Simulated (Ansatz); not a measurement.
C₃H₆AlI, SMILES `[CH3][AlH]/[CH]=C/I` at its PBE0-D4/def2-TZVP geometry, where that method's forces vanish. The species carries charge 0 and has multiplicity 1. I: def2 effective core potential.

```
atom    x (Å)    y (Å)    z (Å)
  C1  -1.2188  -0.1536  -1.9356
 Al2   0.1859   0.3560  -0.6858
  C3   0.1759  -0.2736   1.1570
  C4   1.1741   0.1276   1.9342
  I5   1.4163  -0.3901   3.9524
  H6  -1.1133   0.3249  -2.9117
  H7  -2.2078   0.1011  -1.5405
  H8  -1.2205  -1.2376  -2.0948
  H9   1.4112   1.2942  -1.0674
 H10  -0.5850  -0.9229   1.5852
 H11   1.9820   0.7741   1.6070
```

Question: For each bond, give half the difference of the two atoms' forces along it (eV/Å; positive pushes the atoms apart) under PBE-D4, r2SCAN-D4, B3LYP-D4, ωB97M-V in def2-TZVPP. (Best estimate.)

Answer: The calculation gave: 
```csv
bond,length (Å),PBE-D4,r2SCAN-D4,B3LYP-D4,ωB97M-V
C1–Al2,1.948,-0.02,-0.02,0.09,0.03
C1–H6,1.092,0.11,-0.01,-0.04,-0.05
C1–H7,1.095,0.12,0.00,-0.04,-0.04
C1–H8,1.096,0.12,0.00,-0.04,-0.04
Al2–C3,1.947,-0.13,-0.05,0.00,0.04
Al2–H9,1.590,0.04,-0.03,-0.11,-0.14
C3–C4,1.327,0.34,0.13,0.02,0.01
C3–H10,1.088,0.05,-0.04,-0.06,-0.04
C4–I5,2.098,0.13,0.20,0.30,0.02
C4–H11,1.085,0.02,-0.10,-0.15,-0.07
```

B3LYP here is the variant with VWN-RPA as its local correlation; programs differ in this.

Results of the Gaussian-basis code of Ansatz.
